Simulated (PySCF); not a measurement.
CH6ClFSi2, SMILES F[Si@H](Cl)C[SiH3].

Coordinates come from a PBE0-D3(BJ)/def2-SVP optimisation. The structure was generated by enumeration; whether it is a known compound was not checked. Other conformers were not sampled.

Method: PBE/def2-TZVP in PySCF.

The total energy is -1180.31689 hartree, the highest occupied level is -7.60 eV and the lowest empty level is -0.47 eV. The orbital gap comes out as 7.13 eV and the dipole moment comes out as 2.15 D. The quadrupole, principal values (traceless, Buckingham form, about the centre of nuclear charge) comes out as -3.15, -0.72, 3.87 D·Å. The mean static polarisability is 75.8 bohr³ (11.23 Å³) and the polarisability, principal values comes out as 64.1, 76.9, 86.5 bohr³.
